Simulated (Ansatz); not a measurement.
Molecule: sum formula H6SiN3O, net charge -1, singlet state. It need not be the lowest isomer of its formula. Whether it binds its extra electron was not tested at this geometry. 
Coordinates optimised at B3LYP-D3(BJ)/def2-TZVP (Ansatz, a quantum-chemistry and plane-wave program):
```xyz
11

N      1.1483     1.1690     0.7124
Si     0.0746     0.1068     0.0610
N     -0.7406    -1.0976     1.0983
N      0.9435    -0.8044    -1.1894
O     -1.3415     0.6474    -0.7370
H      0.7629     1.8747     1.3325
H     -1.7485    -1.0021     1.1020
H     -0.4083    -1.0555     2.0525
H      0.7699    -1.8005    -1.1467
H      1.9386    -0.6451    -1.0935
H     -1.0848     1.0856    -1.5530
```
Charge -1, spin multiplicity 1.

Total electronic energies in hartree. Cores are frozen in the correlated levels unless marked. Spin-orbit coupling is left out. No relativistic terms. Basis-set limits of correlation are two-point, X^-3; Hartree-Fock from the larger set.

```json
[
 {"level": "r2SCAN/def2-TZVPD", "program": "Ansatz", "energy (Eh)": "-532.70196"},
 {"level": "r2SCAN-D4/def2-TZVPD", "program": "Ansatz + dftd4", "energy (Eh)": "-532.70439"},
 {"level": "r2SCANh/def2-TZVPD", "program": "Ansatz", "energy (Eh)": "-532.68526"},
 {"level": "HSE06-D3(BJ)/def2-TZVPD", "program": "Ansatz + dftd3", "energy (Eh)": "-532.44532"},
 {"level": "RPA@PBE/cc-pV(T+d)Z", "program": "Ansatz", "energy (Eh)": "-532.41096"},
 {"level": "MP2/6-31G*", "program": "Ansatz", "energy (Eh)": "-531.46032"},
 {"level": "SCS-MP2/6-31G*", "program": "Ansatz", "energy (Eh)": "-531.44016"},
 {"level": "CCSD/CBS(aug-cc-pV(T+d)Z,aug-cc-pV(Q+d)Z)", "program": "Ansatz", "energy (Eh)": "-532.0632"},
 {"level": "CCSD(T)/CBS(aug-cc-pV(T+d)Z,aug-cc-pV(Q+d)Z)", "program": "Ansatz", "energy (Eh)": "-532.1152"}
]
```

Totals of different functionals don't rank their quality; only differences between species are comparable.
